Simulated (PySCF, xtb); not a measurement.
CH5BClNO, SMILES CNB(O)Cl.

GFN2-xTB run with xtb at its own geometry gives an orbital gap of 6.46 eV and a dipole moment of 5.19 D.

Geometry optimised at B3LYP-D3(BJ)/def2-SVP. The values are those of a single conformer.

Q: What does PySCF with HF/def2-TZVP give? (The exact figures need the calculation; the answer reports its results.)

A: gap 13.93 eV (levels -10.93 and 2.99 eV), dipole 4.12 D.
